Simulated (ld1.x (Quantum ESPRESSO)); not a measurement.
# Before and after: ultrasoft potential for Pt (Z = 78)

- Element: Pt (Z = 78)
- Generator: ld1.x (Quantum ESPRESSO) 7.5
- Type: ultrasoft
- Functional: LDA (PZ)
- Relativity: scalar-relativistic
- Frozen core: [Xe] 4f14
- Valence charge: 10
- Reference configuration: 5d9 6s0 6p1
- Partial waves: 6s (bound, empty): rcut 2.40, rcutus 2.70 bohr; 6s channel at 3.05 Ry: rcut 2.40, rcutus 2.70 bohr; 6p (bound): rcut 2.30, rcutus 2.85 bohr; 6p channel at 0.65 Ry: rcut 2.30, rcutus 2.85 bohr; 5d (bound): rcut 1.20, rcutus 1.30 bohr; 5d channel at -0.05 Ry: rcut 1.20, rcutus 1.30 bohr
- Local potential: all-electron potential smoothed inside 1.40 bohr (lloc = -2)
- Core correction: Bessel-smoothed model core inside 0.60 bohr
- Augmentation charge: PSQ, radius 0.90 bohr

Change: type PAW; local potential all-electron potential smoothed inside 2.40 bohr (lloc = -1); augmentation PSQ, inside the norm-conserving radii.

Cutoffs: the cutoffs (Ry, on a coarse ladder) from which the occupation-weighted sum of valence levels, in a spherical-Bessel basis at the reference potential, stays within 10 and 1 mRy of its value at 400 Ry; they do not see the model core or the augmentation charge, which bear on the density cutoff. Errors are all-electron minus pseudo energies relative to the spin-unpolarised reference configuration.

How do hardness, ghosts and transferability respond?

The potential gets neither clearly harder nor softer (60 Ry and 100 Ry → 60 Ry and 110 Ry); the bound ghost in s disappears; of the 9 tests that both files solve, the error grows in 0 and shrinks in 4 by more than 15 % and 0.3 meV (median size 102.5 → 15.6 meV); the range in which the s phases agree narrows (upper end at the end of the scan → 3.6); the range in which the p phases agree narrows (upper end 4.1 → 3.0). Several settings change at once here, so the effects cannot be laid on one of them.

```tsv
quantity	base	changed
cutoff, loose	60 Ry	60 Ry
cutoff, tight	100 Ry	110 Ry
bound ghosts	s	none
error for 5d9 6s1 6p0, meV [ΔE -5.19 eV]	-103	+1.4
error for 5d9 6s0 6p0, meV [ΔE 4.36 eV]	-2.6	-2.4
error for 5d8 6s0 6p0, meV [ΔE 24.62 eV]	-34	-34
error for 5d8 6s1 6p1, meV [ΔE 1.41 eV]	-178	-17
error for 5d7 6s0 6p0, meV [ΔE 57.13 eV]	-203	-205
error for 5d10 6s0 6p0, meV [ΔE -5.13 eV]	-16	-16
error for 5d8 6s1 6p0, meV [ΔE 6.23 eV]	-190	-17
error for 5d9 6s0 6p1 (spin-polarised), meV [ΔE -0.29 eV]	-0.7	-0.7
error for 5d9 6s1 6p0 (spin-polarised), meV [ΔE -5.56 eV]	-103	0.0
s: phases at 3.12 bohr within 0.05 rad from the reference energy up to (Ry; the scan ends near 5)	to the end of the scan	3.6
p: phases at 3.12 bohr within 0.05 rad from the reference energy up to (Ry; the scan ends near 5)	4.1	3.0
d: phases at 3.12 bohr within 0.05 rad from the reference energy up to (Ry; the scan ends near 5)	to the end of the scan	to the end of the scan
lowest overlap eigenvalue by channel	s 0.33, p 0.42, d 0.28	s 0.62, p 0.51, d 0.85
```

 A true bound ghost makes a file unfit for plane-wave use even where its test errors are small: the radial tests pick states by their node count and pass the ghost by.
